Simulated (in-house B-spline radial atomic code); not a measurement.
## Two electrons outside the [Xe] 4f14 5d10 core: the thallium ion Tl⁺

Computed with a B-spline radial code for spherical atoms: configuration interaction (CI) of the two valence electrons in the field of the frozen Dirac-Fock core, alone and with many-body perturbation theory for the core (screened one- and two-electron correlation potentials), Breit and QED terms; no-pair Dirac Hamiltonian, finite nucleus. Labels give the configuration (outer n counted up each series) and the leading LS term, or the jj pair where no LS term holds 70 %.

An outer d¹⁰ or f¹⁴ shell is a soft core near neutrality, so levels are a few per cent off.

Excitation energies (cm⁻¹):

```
    level  purity of the LS term  CI alone  CI + MBPT + Breit + QED  Landé g of the LS mixture  measured (NIST)
  6s2 1S0                    1.0         0                        0                          -                0
6s6p 3P°0                    1.0     41719                    48439                          -            49451
6s6p 3P°1                   0.95         ?                        ?                          ?                ?
6s6p 3P°2                    1.0         ?                        ?                          ?                ?
```

Question: Where does 6s6p 3P°2 lie?

Answer: 52857 cm⁻¹ in CI alone and 61249 cm⁻¹ with all corrections; g = 1.50; measured 61728 cm⁻¹.

Question: Where does 6s6p 3P°1 lie?

Answer: 44741 cm⁻¹ in CI alone and 51559 cm⁻¹ with all corrections; g = 1.48; measured 52394 cm⁻¹.

Question: What is the first ionisation energy?

Answer: 20.283 eV to the 6s1/2 state of the next ion (18.675 eV from CI alone). NIST lists 20.4283 ± 0.0006 eV (measured).
